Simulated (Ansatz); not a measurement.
Si(vinyl)(OMe)3 (C5H12O3Si). Charge 0, multiplicity 1. Geometry PBE-D4/def2-SVP.

Cartesian coordinates in Å:
```
Si 0.171 -0.083 0.132
C 0.329 -1.931 -0.010
C -0.300 -2.793 0.815
H 0.967 -2.341 -0.816
H -0.945 -2.428 1.632
H -0.193 -3.888 0.715
O -0.877 0.189 1.399
C -1.121 1.468 1.959
H -0.175 1.988 2.224
H -1.725 1.342 2.880
H -1.689 2.123 1.259
O -0.343 0.590 -1.316
C -1.475 0.152 -2.042
H -1.467 -0.949 -2.218
H -1.484 0.658 -3.030
H -2.426 0.402 -1.519
O 1.587 0.723 0.482
C 2.578 1.110 -0.450
H 3.266 0.266 -0.690
H 3.187 1.924 -0.006
H 2.134 1.479 -1.401
```

B3LYP takes the VWN-RPA correlation. The restricted singlet is unstable towards broken spin symmetry in Hartree–Fock (as tested in another run); at HF/6-31G this wasn't settled.

Estimate the orbital energies around the gap (eV) in Ansatz with HF/6-31G, BLYP-D4/def2-TZVP, r2SCAN-D4/def2-TZVP, B3LYP-D4/6-31G, PBE0-D4/def2-TZVP.


```csv
orbital,HF/6-31G,BLYP-D4/def2-TZVP,r2SCAN-D4/def2-TZVP,B3LYP-D4/6-31G,PBE0-D4/def2-TZVP
HOMO−5,-12.62,-7.19,-7.62,-8.29,-8.84
HOMO−4,-12.36,-7.04,-7.46,-8.07,-8.69
HOMO−3,-12.13,-6.73,-7.14,-7.71,-8.26
HOMO−2,-11.95,-6.60,-7.02,-7.68,-8.22
HOMO−1,-11.63,-6.39,-6.81,-7.48,-8.03
HOMO,-10.38,-6.25,-6.67,-7.32,-7.77
LUMO,3.63,-1.40,-1.35,-0.43,-0.55
LUMO+1,5.71,0.38,0.95,1.63,1.22
LUMO+2,6.02,0.75,1.26,2.12,1.59
LUMO+3,6.48,0.88,1.68,2.73,1.71
LUMO+4,6.83,1.08,1.82,2.80,1.98
LUMO+5,7.40,1.48,2.21,3.34,2.41
```
